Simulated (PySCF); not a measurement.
C₂H₅F₂OSi₂ (doublet state).
SMILES with atom numbers: `[F:1][C:2]1[CH2:3][Si@@H:4]([F:5])[O:6][SiH2:7]1` (hydrogens: H8, H9 on C3; H10 on Si4; H11, H12 on Si7)

Geometry (GFN2-xTB, Å), atoms numbered from 1 in this order:
```xyz
12
C2H5F2OSi2 angstrom
F      1.013   -1.516   -1.845
C      0.564   -0.744   -0.830
C     -0.852   -0.307   -0.906
Si    -1.070    0.892    0.558
F     -2.178    0.322    1.569
O      0.370    0.764    1.274
Si     1.570   -0.180    0.627
H     -1.522   -1.171   -0.821
H     -1.063    0.125   -1.888
H     -1.374    2.276    0.284
H      2.668    0.731    0.319
H      1.875   -1.191    1.633
```

The hyperfine couplings belong to this conformer and change with its torsions.

Computed with PySCF, UKS B3LYP, pcH-1 on C F H O Si, non-relativistic, mean-field spin-orbit, GIAO. Isolated species at its GFN2-xTB geometry, gas phase. A GFN2-xTB geometry isn't a minimum of the functional, and hyperfine couplings can be far from their values at a DFT geometry. The SCF solution wasn't tested for stability.

(1) Where do the isotropic ENDOR lines of C2, C3, F1, F5, H8, H9, H12, H11 and Si7 fall at 1206.0 mT, to first order?

(2) Which pairs are centred on the nuclear Larmor frequency, and which on half the coupling?

(3) At what field would the lower line of H8 fall to zero frequency?

Answers

(1) For S = 1/2 in fast tumbling each set of equivalent nuclei gives two lines, ν± = |νn ± a/2| to first order, with νn = g_N μN B/h and μN/h = 7.62259 MHz/T.

```
nuclei  isotope      g_N  νn (MHz)  a_iso (MHz)  lower line (MHz)  upper line (MHz)
    C2      13C   1.4048     12.91        94.43             34.30             60.13
    C3      13C   1.4048     12.91       -29.69              1.93             27.76
    F1      19F   5.2577     48.33       143.43             23.38            120.05
    F5      19F   5.2577     48.33        -1.22             47.72             48.94
    H8       1H   5.5857     51.35       133.33             15.32            118.01
    H9       1H   5.5857     51.35        94.90              3.90             98.80
   H12       1H   5.5857     51.35        43.82             29.44             73.26
   H11       1H   5.5857     51.35        40.30             31.20             71.50
   Si7     29Si  -1.1106     10.21        46.62             13.10             33.52
```

The rows for 13C and 29Si, of low natural abundance, apply to labelled samples.

(2) Centred on νn, since |a| < 2νn: F5, H9, H12 and H11. Centred on |a|/2 and split by 2νn: C2, C3, F1, H8 and Si7.

(3) Where νn = |a|/2, that is B = 66.67 MHz/(5.5857 × 7.62259 MHz/T) = 1570 mT, as far as first order holds there.

Largest spin populations (Mulliken): C2 (+0.87), C3 (-0.08) and F1 (+0.07). C2 is the only atom above +0.15. The positive populations add up to 1.09 and the negative ones to -0.09, together 2S = 1. The angles at C2 add up to 360.0°, so it is planar.
